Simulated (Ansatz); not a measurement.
This geometry of ClH$_{3}$Sn (5 atoms, charge 0, multiplicity 1) is a first-order saddle point.

All numbers below come from RKS PBE-D4/def2-SVP in Ansatz 0.2.0.

```xyz
5
Properties=species:S:1:pos:R:3
Sn -0.479 -0.282 0.450
Cl 1.112 0.276 -1.651
H -0.090 -0.882 -1.229
H -1.250 1.269 0.698
H 0.707 -0.381 1.732
```

Problem. Which two structures does it join? (They come from a converged band through this point; their orientation in space is the band's.)

Solution. Bonds broken: Sn1–H3. Bonds formed: Cl2–H3.

First end point:

```xyz
5
Properties=species:S:1:pos:R:3
Sn -0.126 -0.076 0.110
Cl 1.503 0.906 -1.316
H -0.808 -1.392 -0.768
H -1.282 1.156 0.450
H 0.713 -0.594 1.524
```

Last end point:

```xyz
5
Properties=species:S:1:pos:R:3
Sn -0.785 -0.300 0.984
Cl 0.762 -0.061 -1.507
H 0.205 -1.059 -2.128
H -0.983 1.485 0.847
H 0.801 -0.065 1.804
```

Problem. How far does it lie above each of them?

Solution. 160.8 kJ/mol above the first and 40.5 kJ/mol above the second. This is the barrier of this one path; another mechanism may lie lower. The orbitals stay closed-shell, which can raise the energy where a bond breaks towards radicals; this wasn't checked here.

The run took 46 s on 1 CPU thread of a shared host.
